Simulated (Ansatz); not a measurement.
Program: Ansatz. Geometries: PBE0-D4/def2-TZVP. ΔE: electronic, gas phase. CCSD(T)/CBS is the MP2 limit (def2-TZVPP, def2-QZVPP) plus CCSD(T) − MP2 in def2-TZVPP, frozen cores. DFT in def2-TZVPP. For Ga outer-core shells are correlated without core-valence functions, which leaves a few kJ/mol of doubt a bond. Scalar relativity is left out up to krypton. Each species was taken in one conformer, which may not be the lowest.

Reaction (redistribution): `[NH2][Ga]([NH2])[Cl]` + `CS[SiH](F)Cl` → `[NH2][GaH][NH2]` + `CS[Si](F)(Cl)Cl`

**Question.** Is it downhill or uphill in electronic energy at CCSD(T)/CBS, and by how much? (An estimate is asked.)

**Answer.** Computed: Uphill: ΔE = +0.24 eV.

**Question.** What do these levels give: PBE-D4, B97M-V, r2SCANh-D4, r2SCAN0, BHLYP, CCSD/def2-TZVPP? (Estimate.)

**Answer.** Computed: PBE-D4 0.18, B97M-V 0.12, r2SCANh-D4 0.22, r2SCAN0 0.25, BHLYP 0.32, CCSD/def2-TZVPP 0.31 eV.

Largest T1 diagnostic among the species: 0.013.

From r2SCAN to r2SCAN0 (25 % exact exchange), in def2-TZVPP and without D4, ΔE moves by +0.03 eV. At CCSD(T), def2-SVP lies +0.15 eV from the extrapolated value and def2-TZVPP +0.05 eV. Leaving LDA and LC-ωPBE aside and taking each functional with its dispersion term where it has one, the values, not all of them listed here, spread over 0.16 eV, from B97M-V to BHLYP-D4. LDA lies −0.10 eV from PBE without D4.
